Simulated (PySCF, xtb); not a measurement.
B(H)(OMe)(SH) (CH5BOS), SMILES COBS.

GFN2-xTB (xtb 6.7.1) at its own geometry gives an orbital gap of 4.97 eV and a dipole moment of 1.22 D.

Geometry optimised at B3LYP-D3(BJ)/def2-SVP. The values are those of a single conformer.

Q: What does PBE/def2-TZVP in PySCF give? (An estimate is asked for; the answer gives what the named calculation found.)

A: gap 5.54 eV (levels -6.55 and -1.00 eV), dipole 0.78 D.
